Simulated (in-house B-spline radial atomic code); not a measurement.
A fraction x of an electron is removed from 3d in In V (In4+), starting from [Kr] 4d9 and keeping the highest spin. Method: scalar-relativistic (X2C) HSE06, spin-polarised, spherical fractional occupations, Fermi nucleus of rms radius 4.6156 fm. Calculated with a B-spline radial code for spherical atoms.

Caution: exact exchange at fractional occupations of open shells leaves self-interaction of up to several eV.

```json
{"x": "0", "E(x) - E(0) (eV)": "0.0000", "3d down level (eV)": "-491.063"}
{"x": "0.07", "E(x) - E(0) (eV)": "34.4745", "3d down level (eV)": "-493.923"}
{"x": "0.19", "E(x) - E(0) (eV)": "94.0407", "3d down level (eV)": "-498.852"}
{"x": "0.37", "E(x) - E(0) (eV)": "?", "3d down level (eV)": "?"}
{"x": "0.5", "E(x) - E(0) (eV)": "250.6752", "3d down level (eV)": "-511.726"}
{"x": "0.59", "E(x) - E(0) (eV)": "296.9003", "3d down level (eV)": "-515.501"}
{"x": "0.73", "E(x) - E(0) (eV)": "369.4839", "3d down level (eV)": "-521.408"}
{"x": "0.82", "E(x) - E(0) (eV)": "?", "3d down level (eV)": "?"}
{"x": "0.97", "E(x) - E(0) (eV)": "495.8458", "3d down level (eV)": "-531.627"}
{"x": "1", "E(x) - E(0) (eV)": "511.8139", "3d down level (eV)": "-532.912"}
```

Question: What belongs in the row x = 0.37?

Answer: An energy change of 184.5038 eV; 3d down at -506.302 eV.

Question: What belongs in the row x = 0.82?

Answer: An energy change of 416.5823 eV; 3d down at -525.226 eV.

Question: Check Janak's theorem between x = 0.07 and 0.19.

Answer: The slope of the energy is 496.39 eV; the orbital levels give 496.39 eV (-ε of the emptying orbital, averaged over the two points).
